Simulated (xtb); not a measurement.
A geometry relaxed with GFN2-xTB (xtb 6.7.1), charge 0, multiplicity 1:

```xyz
4

H     -0.0134     1.6915    -0.0070
Cl     1.8038    -0.9004     0.0182
Cl    -1.7890    -0.9295    -0.0101
Ga    -0.0014     0.1384    -0.0011
```

Question: Write the SMILES of this molecule.

Answer: `[Cl][GaH][Cl]`
